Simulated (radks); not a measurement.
Task: Zr4+, configuration [Kr]. Calculated with a radial shooting solver on a logarithmic mesh with Libxc functionals: scalar-relativistic Kohn-Sham, PBEsol, spin-polarised, spherical densities, point nucleus. Some entries of the table are withheld. Estimate them.

orbital,occ.,eigenvalue (eV),<r> (bohr)
1s,2,-17856.33,(1)
2s,2,-2511.632,(2)
2p,6,(3),0.1418
3s,2,-447.0846,(4)
3p,6,(5),(6)
3d,10,-217.5753,0.4521
4s,2,-95.5460,1.189
4p,6,-72.7831,1.314

Result: 
(1) 1s <r> (bohr): 0.03708
(2) 2s <r> (bohr): 0.1627
(3) 2p eigenvalue (eV): -2244.899
(4) 3s <r> (bohr): 0.4587
(5) 3p eigenvalue (eV): -360.2135
(6) 3p <r> (bohr): 0.4622
